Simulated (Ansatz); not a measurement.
`O/C=C/[SiH3]` + H₂S → `[SiH3]/C=C\S` + H₂O at 700 K and 1 bar (substitution at a C–O bond).

Calculated with Ansatz (gas phase, PBE0-D4/def2-TZVP geometries, no zero-point term in ΔE). CBS: MP2 limit from def2 TZ/QZ plus the TZ coupled-cluster correction, frozen cores. This one scheme is used for every species. Double bonds are as drawn, so ΔE can hold a change between cis and trans. One conformer a species, not always the lowest.

```csv
species,CCSD(T)/CBS energy (Eh),H − E (kJ/mol),S (J/(mol·K))
`O/C=C/[SiH3]`,-443.93797,258.8,413.8
H₂S,-398.97279,64.8,236.9
`[SiH3]/C=C\S`,-766.53607,247.8,447.0
H₂O,-76.37941,80.5,218.4
```

H − E and S are ideal-gas, rigid-rotor, harmonic terms from PBE0-D4/def2-TZVP, for one conformer and one mirror image of each species. 1 Eh = 2625.50 kJ/mol, R = 8.31446 J/(mol·K).

Question: By hand: ΔE, ΔH, ΔS and ΔG.

Answer: ΔE = (-766.53607) + (-76.37941) − (-443.93797) − (-398.97279) = -0.00472 Eh = -12.4 kJ/mol. Δ(H − E) = 247.8 + 80.5 − 258.8 − 64.8 = 4.7, so ΔH = -7.7 kJ/mol. ΔS = 447.0 + 218.4 − 413.8 − 236.9 = 14.7 J/(mol·K). ΔG = -7.7 − 700 × (14.7)/1000 = -18.0 kJ/mol.

Question: By hand: the equilibrium constant, and the temperature at which ΔG would vanish if ΔH and ΔS stayed fixed.

Answer: log₁₀ K = −ΔG/(RT ln 10) = 1.3. ΔH and −TΔS have one sign here, so there is no such temperature.

TΔS isn't small against ΔH here. A doubt of 5 kJ/mol in ΔE shifts log₁₀ K by 0.4 here. Other conformers and mirror images would add mixing entropy, several J/(mol·K) or more a flexible species. Modes under 60 cm⁻¹, often nearly free rotors, make the harmonic entropy too high. These are equilibria of isolated gas molecules and say nothing of rates. Largest T1 diagnostic: 0.013 (customary marks: 0.02 for closed shells, 0.045 for open ones).
